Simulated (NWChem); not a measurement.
Species: AlSiH₅O; SMILES [SiH3][O][AlH2]

```xyz
8

Al    -0.0010    -1.7648    -0.0004
H     -1.3985    -2.5088    -0.0013
H      1.3932    -2.5150    -0.0013
O      0.0041    -0.0610     0.0015
Si    -0.0008     1.5812    -0.0003
H      0.3805     2.1009     1.3418
H     -1.3511     2.1096    -0.3394
H      0.9675     2.1070    -1.0018
```
Atoms are numbered in this order, from 1.

Computed with NWChem. Structure relaxed at the B3LYP/6-31G* (spherical d) level. Ions are spin-unrestricted doublets at the neutral geometry; other ion states weren't tried.

Task: Predict the results for LDA (Slater exchange, VWN5)/def2-SVP. Quantities: vertical ionisation energy, ΔSCF (eV); −ε(HOMO) (eV).

Result: 
- vertical ionisation energy, ΔSCF (eV) = 9.69
- −ε(HOMO) (eV) = 6.81
